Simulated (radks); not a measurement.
Question: The mean radii <r> (bohr) of the occupied orbitals of an atom or ion are listed with their occupations. Method: scalar-relativistic Kohn-Sham, Slater X-alpha with alpha = 0.918, spin-polarised, spherical densities, point nucleus; computed with a radial shooting solver on a logarithmic mesh with Libxc functionals.

| orbital | occ. | <r> |
|---|---|---|
| 1s | 2 | 0.02504 |
| 2s | 2 | 0.1072 |
| 2p | 6 | 0.09392 |
| 3s | 2 | 0.2839 |
| 3p | 6 | 0.2815 |
| 3d | 10 | 0.2578 |
| 4s | 2 | 0.6488 |
| 4p | 6 | 0.6858 |
| 4d | 10 | 0.7544 |
| 5s | 2 | 1.507 |
| 5p | 6 | 1.706 |

Name the element and its charge. Open shells, if any, are filled with parallel spins first.

Answer: Z = 57, lanthanum, charge +3: La3+ in [Xe]. The 1s radius gives Z: for a bare nucleus <r> = (2 gamma + 1)/(2Z) with gamma = sqrt(1 - (Z/c)^2), 0.02473 bohr for Z = 57, and screening makes it slightly larger (0.02504 here). The occupations add up to 54, and the charge is Z minus that.
